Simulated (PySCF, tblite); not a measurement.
Species: C4H8OSSi.
Bonds: C1–C2 (double), C2–O3, O3–Si4, Si4–S5, S5–C6, C6–C7 (double). Hydrogens: H8, H9 on C1; H10 on C2; H11, H12 on Si4; H13 on C6; H14, H15 on C7.

Jobs on this species (15 atoms, 70 electrons) with PySCF (density fitting) and tblite. Hardware of each: one thread of an Arm Neoverse N1, no GPU, shared host. The host was shared with other jobs, so the times are rough.

```csv
level and settings,work,basis functions,SCF cycles,wall time
PBE0/def2-SVPD,"8 singlets by full TDDFT, 3 Tamm–Dancoff triplets, polarisability",218,?,?
GFN2-xTB,Hessian by finite differences,–,–,0.86 s
GFN2-xTB,L-BFGS relaxation,–,–,0.78 s
PBE0/pcSseg-1,"shieldings, charges and field gradients",173,14,44 s
```

Q: Fill in the missing figures.

A: 
- PBE0/def2-SVPD; 8 singlets by full TDDFT, 3 Tamm–Dancoff triplets, polarisability: 69 s, 14 SCF cycles

Q: What do all jobs in the table cost together?

A: About 1.9 min; the longest takes about 60 % of that, and about 88 times as long as the shortest.
